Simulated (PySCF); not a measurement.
**Electronic structure of Si (silicon, neutral) at the r2SCAN level**

Configuration: [Ne] 3s2 3p1 4s1, high-spin 3P determinant (an excited configuration). Computed with PySCF 2.14 in aug-cc-pV(Q+d)Z with one added diffuse shell each of s, p, d, f, g type (8s7p6d4f3g, 114 functions), with the non-relativistic Hamiltonian (point nucleus).

```
Total energy                                                  : -289.1600 hartree
One-electron energy                                           : -398.0480 hartree
Hartree (Coulomb) energy                                      : 129.4722 hartree
Exchange-correlation energy                                   : -20.5842 hartree
Kinetic energy                                                : 288.18689 hartree
⟨S²⟩                                                          : 2.0105
⟨L²⟩                                                          : 2.137
Sum of ⟨r⟩                                                    : 17.90 bohr
Sum of ⟨r²⟩                                                   : 70.19 bohr²
Traceless quadrupole moment −½Σ⟨3z² − r²⟩ along its main axis : 2.22 e·bohr²
Density at the nucleus (Gaussians lack the cusp)              : 1750 bohr⁻³
Spin density at the nucleus                                   : 0.464 bohr⁻³
Langevin diamagnetic susceptibility                           : -55.6 ×10⁻⁶ cm³/mol
```

```
shell  electrons  mean orbital energy (hartree)  spread (hartree)  rms radius, mean of both spins (bohr)
 1s α          1                      -66.09674                 0                                  0.129
 1s β          1                      -66.09217                 0                                  0.129
 2s α          1                       -5.43761                 0                                  0.620
 2s β          1                       -5.43407                 0                                  0.620
 2p α          3                       -3.78177           0.00662                                  0.603
 2p β          3                       -3.77564           0.01600                                  0.603
 3s α          1                       -0.55436                 0                                   2.25
 3s β          1                       -0.51592                 0                                   2.25
 3p α          1                       -0.30210                 0                                   2.70
 4s α          1                       -0.07188                 0                                   7.06
```

The outer electron is Rydberg-like, and this basis confines it to a smaller radius and binds it less than a complete one would.
